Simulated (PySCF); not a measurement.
I₃Si, SMILES I[Si](I)I (connectivity only; charge and spin as stated), charge +1, multiplicity 1.

Coordinates come from a B3LYP-D3(BJ)/def2-SVP optimisation. The spin state was assumed, not searched. The isomer is the one that the SMILES or the coordinates give; other isomers of the formula were not compared. The def2 effective core potentials stand for the cores of I; spin–orbit coupling is left out.

Level of theory: TDDFT-B3LYP/def2-SVPD run with PySCF.

Vertical excitations; the highest root listed may be one member of a degenerate set. The molecule is in vacuum. State labels are in the subgroup C2v.

Computed lowest excited states:
| state | symmetry | energy (eV) | λ (nm) | f | main pairs |
|---|---|---|---|---|---|
| S1 | A2 | 3.11 | 399 | 0.000 | HOMO→LUMO 100 % |
| S2 | B1 | 3.33 | 373 | 0.000 | HOMO→LUMO+1 100 % |
| S3 | A2 | 3.74 | 331 | 0.000 | HOMO−3→LUMO, HOMO−1→LUMO+1 (degenerate set) |
| S4 | B2 | 3.74 | 331 | 0.000 | HOMO−4→LUMO, HOMO−2→LUMO+1 (degenerate set) |
| S5 | A2 | 3.77 | 329 | 0.000 | HOMO−1→LUMO+1, HOMO−3→LUMO (degenerate set) |
| S6 | B2 | 3.77 | 329 | 0.000 | HOMO−2→LUMO+1, HOMO−4→LUMO (degenerate set) |
| S7 | A1 | 3.88 | 320 | 0.013 | HOMO−2→LUMO, HOMO−4→LUMO+1 (degenerate set) |
| S8 | B1 | 3.88 | 320 | 0.013 | HOMO−1→LUMO, HOMO−3→LUMO+1 (degenerate set) |
| S9 | B1 | 4.25 | 292 | 0.108 | HOMO−3→LUMO+1, HOMO−1→LUMO (degenerate set) |
| S10 | A1 | 4.25 | 292 | 0.108 | HOMO−4→LUMO+1, HOMO−2→LUMO (degenerate set) |
| T1 | A2 | 2.97 | 418 | 0 | HOMO→LUMO 100 % |
| T2 | B1 | 2.99 | 415 | 0 | HOMO→LUMO+1 99 % |
| T3 | B1 | 3.27 | 379 | 0 | HOMO−1→LUMO (degenerate set) |
| T4 | A1 | 3.27 | 379 | 0 | HOMO−2→LUMO (degenerate set) |
Triplets are in the Tamm–Dancoff approximation, which puts them higher than full response would, so one can lie above its singlet here.
